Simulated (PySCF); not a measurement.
MoO2Cl2 (singlet). Computed with B3LYP/[Mo def2-TZVP with ECP28, O def2-TZVP, Cl def2-TZVP], scalar-relativistic core potentials, density fitting, no spin–orbit coupling, PySCF.

Harmonic bands of its minimum:

```tsv
ω (cm⁻¹)	IR (km/mol)
120	0.4
182	3.4
212	0.0
244	3.7
346	2.1
436	29.3
450	112
1021	170
1051	112
```

Problem. The central atom is Mo. Infer the point group and assign the bands.

Solution. C2v. The modes span 4a1 + 2b2 + a2 + 2b1: 120 a1, 182 b2, 212 a2, 244 b1, 346 a1, 436 a1, 450 b1, 1021 b2, 1051 a1. The computed geometry has Mo–Cl 2.261 Å (×2), Mo–O 1.677 Å (×2); Cl–Mo–Cl 111.5°, Cl–Mo–O 109.6° (×4), O–Mo–O 107.0°.

Only a few start shapes were tried, so a lower isomer may exist.
